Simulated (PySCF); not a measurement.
# What a mistake does to a calculation on B2ClH4Si

All numbers below are calculated, not measured. The program is PySCF 2.14.0, an open-source quantum chemistry code, run on an isolated molecule that a program drew, which may never have been made. The molecule is B2ClH4Si (charge 0, doublet), drawn as the SMILES string `BB[SiH]Cl`.

Each row is a Hartree-Fock (HF) and frozen-core CCSD(T) single point in the cc-pV(D+d)Z basis, meant for a local HF minimum. Run 1 is clean. Each other run has one planted mistake out of seven kinds, and not every kind appears here: one electron removed, one electron added, multiplicity raised by two, geometry at a saddle point, minimal basis STO-3G, one bond length entered in bohr, all coordinates scaled. The reference is restricted for singlets and unrestricted otherwise, and also for a bond in bohr. Adding or removing an electron swaps singlet and doublet. Electrons count all cores. HOMO and LUMO are orbital energies over both spins, the gradient is its largest component, and the lowest frequency (negative if imaginary) is given only where the gradient is small. Bond lengths are over the 7 bonds as drawn. T1 is the CCSD diagnostic: over 0.02 (restricted) or 0.045 (unrestricted) a single reference is doubtful.

Geometry of the clean run:
```xyz
8
B2ClH4Si, angstrom
B    -1.7890   -0.1191   -0.9768
B    -0.1249   -0.0198   -1.1682
Si    0.9310    1.6429   -0.8960
Cl   -0.0015    3.1995    0.1247
H    -2.5495    0.2135   -1.8461
H    -2.2665   -0.5349    0.0452
H     0.5190   -0.9494   -1.5790
H     2.3171    1.5669   -0.3957
```

```
run  electrons  basis functions  <S^2>  HOMO (eV)  LUMO (eV)  gradient (hartree/bohr)  lowest frequency (cm^-1)  mean bond (Å)  longest bond (Å)      T1  HF (hartree)  CCSD(T) (hartree)                          mistake
  1         45               94  0.773      -8.78       0.37                  1.1e-05                        85         1.5473             2.082  0.0203    -800.10774         -800.55497                         no fault
  2         45               94  1.469      -8.74       0.17                  1.9e-02                         -         1.7001             2.272  0.0599    -799.99243         -800.43879  one bond length entered in bohr
  3         45               94  3.790      -6.99      -1.59                  8.9e-02                         -         1.5473             2.082  0.0543    -799.95022         -800.39736       multiplicity raised by two
  4         45               32  0.761      -6.68       4.38                  2.5e-02                         -         1.5473             2.082  0.0164    -791.22568         -791.36327                                ?
```

**Which mistake was planted in run 4, and what did it cost?**

It has 32 basis functions where the clean run has 94, with the same electrons and geometry. So the mistake is: minimal basis STO-3G. Subtracting run 1 and multiplying by 627.51 kcal/mol a hartree, the energy moved by 5573.6 kcal/mol in HF and 5767.9 kcal/mol in CCSD(T).

Cautions from the logs. Run 2: T1 is over the limit, so its CCSD(T) energy is less reliable; run 3: T1 is over the limit, so its CCSD(T) energy is less reliable.
